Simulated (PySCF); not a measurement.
Compound: C7H5Cl3.
SMILES with atom numbers: `[CH2:1]=[C:2]1[CH:3]=[CH:4]/[C:5]1=[CH:6]\[C:7]([Cl:8])([Cl:9])[Cl:10]` (hydrogens: H11, H12 on C1; H13 on C3; H14 on C4; H15 on C6)

Structure used (GFN2-xTB), in Å, numbered top down from 1:
```xyz
15
C7H5Cl3 angstrom
C     -2.397    0.914   -0.501
C     -1.501   -0.030   -0.280
C     -1.477   -1.502   -0.202
C     -0.149   -1.535    0.057
C     -0.034   -0.071    0.006
C      0.923    0.840    0.147
C      2.335    0.483    0.440
Cl     3.010   -0.562   -0.850
Cl     3.353    1.928    0.565
Cl     2.459   -0.421    1.981
H     -3.429    0.675   -0.691
H     -2.128    1.956   -0.499
H     -2.241   -2.247   -0.312
H      0.567   -2.312    0.236
H      0.704    1.892    0.053
```

Computed at PBE0/pcSseg-1 (PySCF, non-relativistic), with Q(35Cl) = −0.0817 b: Cl8, 35Cl (I = 3/2): χzz = -82.51 MHz, η = 0.041; Cl9, 35Cl (I = 3/2): χzz = -83.34 MHz, η = 0.017.

Find the zero-field quadrupole resonance frequencies of 35Cl at Cl8.

From ν = (|χ|/2)√(1 + η²/3): ν = 41.27 MHz (chlorine of a CCl3 group). For 37Cl the ratio of quadrupole moments, 0.7881, gives 32.52 MHz.

Find the zero-field quadrupole resonance frequencies of 35Cl at Cl9.

From ν = (|χ|/2)√(1 + η²/3): ν = 41.67 MHz (chlorine of a CCl3 group). For 37Cl the ratio of quadrupole moments, 0.7881, gives 32.84 MHz.

Apply the simplest Townes–Dailey estimate (no s hybridisation, no π bonding), ionic character = 1 − χzz/χ0, where χ0 is the coupling for one missing p electron along the bond: −109.74 MHz for 35Cl.

Cl8 on C7: 1 − (-82.51)/(-109.74) = 0.25; Cl9 on C7: 1 − (-83.34)/(-109.74) = 0.24. In this model a purely covalent bond gives χ0 and a free halide ion gives zero; s hybridisation or π bonding, where present, is counted here as ionic character.

In a crystal, neighbours and librations shift these lines. Geometry: GFN2-xTB; no solvent, vibrations or thermal averaging. GFN2-xTB bond lengths can be off by several hundredths of an ångström, more for odd bonds, and the gradients follow them. These gradients aren't converged with respect to the basis.
